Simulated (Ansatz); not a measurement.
```xyz
4

N    -0.0047    0.0139    0.5150
F     1.2402   -0.0272   -0.1564
F    -0.5929    1.0120   -0.0995
F    -0.5885   -1.0924   -0.0959
```

Basis set: 6-31G* (spherical functions). Frozen core: 4 orbitals. Charge 0, multiplicity 1.

Computed with Ansatz (development build ahead of 0.2.0); each method stands on the lowest determinant of its kind that the runs found. Restricted open shells among the atoms or ions are ROHF, correlated in semicanonical orbitals with singles.

**Question.** Give the atomization energy at this shape (free ground-state atoms in the same class of orbitals less the molecule, no zero-point energy) of singlet NF3 by RHF-MP2, RHF.

**Answer.**

```tsv
method	atomization energy
RHF-MP2	790.5 kJ/mol
RHF	165.8 kJ/mol
```
